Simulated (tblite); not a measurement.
C4H8OS2Si.
SMILES with atom numbers: `[O:1]=[CH:2][C@@H:3]1[CH2:4][S:5][S:6][CH2:7][SiH2:8]1` (hydrogens: H9 on C2; H10 on C3; H11, H12 on C4; H13, H14 on C7; H15, H16 on Si8)

Cartesian coordinates in Å at the GFN2-xTB level; atoms count from 1:
```xyz
16
C4H8OS2Si angstrom
O     -2.2445   -1.7337   -0.4121
C     -1.6056   -0.7611   -0.7155
C     -1.0539    0.2237    0.2500
C     -0.6516    1.5372   -0.4015
S      0.6340    1.3073   -1.6889
S      2.2708    0.9565   -0.5478
C      1.9068   -0.7448    0.0451
Si     0.3900   -0.6594    1.1961
H     -1.3453   -0.5548   -1.7726
H     -1.8171    0.4194    1.0091
H     -1.4909    1.9966   -0.9249
H     -0.2587    2.2424    0.3303
H      1.7752   -1.3775   -0.8303
H      2.8056   -1.0610    0.5669
H      0.7313    0.2155    2.3215
H     -0.0535   -1.9974    1.5631
```

Computed with GFN2-xTB (tblite): harmonic, unscaled wavenumbers at the GFN2-xTB geometry, gas phase. Errors from tens to a few hundred cm⁻¹ against measured bands are possible. Modes of hydrogen on silicon can be 10 to 20 % off. One conformer, not necessarily the lowest.

Harmonic wavenumbers (cm⁻¹): 61.0, 103.8, 115.7, 180.3, 191.8, 236.3, 248.5, 301.8, 416.0, 469.2, 511.9, 551.3, 572.9, 630.7, 641.1, 685.6, 698.8, 732.1, 746.2, 767.3, 859.6, 909.7, 1016.8, 1029.3, 1055.6, 1122.9, 1142.0, 1166.6, 1202.1, 1265.1, 1384.8, 1415.8, 1439.3, 1757.2, 2264.4, 2341.9, 2759.7, 2933.9, 2983.2, 2990.8, 2992.9, 3022.5.

A = 1826, B = 1023, C = 786.9 MHz; mass 163.979 u (most abundant isotopes); point group C1, symmetry number 1.

Task: What is the zero-point energy?

Result: Half the sum of the wavenumbers: 23959 cm⁻¹ = 286.62 kJ/mol.

Task: What is S at 200 K and 1 bar for an ideal gas of classical rigid rotors and harmonic oscillators?

Result: Translation 164.16, rotation 119.58, vibration 70.24: S = 354.0 J/(mol K).

Task: And Cp and H(200 K) − H(0)?

Result: Cp = 118.43 J/(mol K), of which vibrations give 85.17 (their classical limit is 42 R = 349.2); H(200 K) − H(0) = 14.77 kJ/mol without the zero-point energy, 8.12 from vibrations.

Task: How do the functions run with temperature in this model?

Result: 
```tsv
T (K)	S (J/(mol K))	Cp (J/(mol K))	H − H(0) (kJ/mol)	G − H(0) (kJ/mol)	ln q(vib)
50	246.0	50.6	1.96	-10.34	0.29
100	288.8	74.9	5.12	-23.76	1.23
298.15	409.2	160.2	28.48	-93.52	6.00
373.15	448.2	187.9	41.56	-125.69	7.89
500	508.6	225.0	67.87	-186.45	11.06
750	609.9	273.6	130.72	-326.71	16.98
1000	693.1	304.2	203.22	-489.91	22.36
```

q(vib) and H(0) count from the zero-point level.

Task: Which modes carry the vibrational entropy at 200 K?

Result: 61.0 cm⁻¹: 15.23; 103.8 cm⁻¹: 10.93; 115.7 cm⁻¹: 10.08; 180.3 cm⁻¹: 6.71; 191.8 cm⁻¹: 6.27; 236.3 cm⁻¹: 4.84 J/(mol K); the other 36 give 16.19 together.

Task: What must be added to the electronic energy to get the Gibbs energy at 200 K and 1 bar?

Result: ZPE + [H(200 K) − H(0)] − T·S = 286.62 + 14.77 − 70.80 = 230.59 kJ/mol.

Task: Blend soft modes into free rotors: weight 1/[1 + (100 cm⁻¹/ν̃)⁴] for the oscillator and the rest for a rotor with moment μB/(μ + B), μ = h/(8π²ν), B = 10⁻⁴⁴ kg m². What vibrational entropy results?

Result: 67.54 J/(mol K) in place of 70.24, which changes −T·S at 200 K by +0.54 kJ/mol.

Hindered rotation and anharmonicity are outside this model. Other conformers, if any are populated, would add a mixing term that is left out. The structure is chiral; the term R ln 2 for an equal mix with its mirror image is left out.
